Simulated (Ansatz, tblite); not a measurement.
Cost and result up the ladder for Al₂B₅ (the lowest doublet isomer of a short search) (7 atoms). The state is a doublet with charge 0. Geometry: PBE0-D4/def2-SVP.

```xyz
7

B     0.752   -0.384   -0.786
B    -0.208    1.005   -1.026
B    -0.941   -0.418   -0.796
B     0.945    1.100    0.033
B     0.905   -0.266    0.897
Al   -0.316   -1.921    0.517
Al   -1.137    0.884    1.160
```

Ansatz on 4 threads of Arm Neoverse V1 on a shared host; xTB runs through tblite on one thread. Times are rough, summed over both states, and most runs start from the orbitals of an earlier one. No level here is sound enough to serve as a yardstick. The other state is a singlet.

The xTB rows come from tblite. The structure comes from a short search, and lower isomers may exist.

Run but left out: LC-ωPBE/def2-TZVP (charge +1 singlet: restricted singlet with a triplet 0.31 eV lower at the same geometry).

Raw xTB energies of ions are shifted by several eV, and xTB has no spin-polarisation term.

```json
{"level": "GFN1-xTB", "functions": "38", "wall time": "0.011 s", "vertical IE (eV)": "11.27", "remarks": "–"}
{"level": "GFN2-xTB", "functions": "38", "wall time": "0.026 s", "vertical IE (eV)": "9.36", "remarks": "–"}
{"level": "PBE-D4/def2-TZVP (with forces)", "functions": "229", "wall time": "8.6 s", "vertical IE (eV)": "7.43", "remarks": "restricted SCF unstable in HF (+1 singlet)"}
{"level": "PBE0-D4/def2-TZVP", "functions": "229", "wall time": "16 s", "vertical IE (eV)": "7.57", "remarks": "restricted SCF unstable in HF (+1 singlet)"}
```
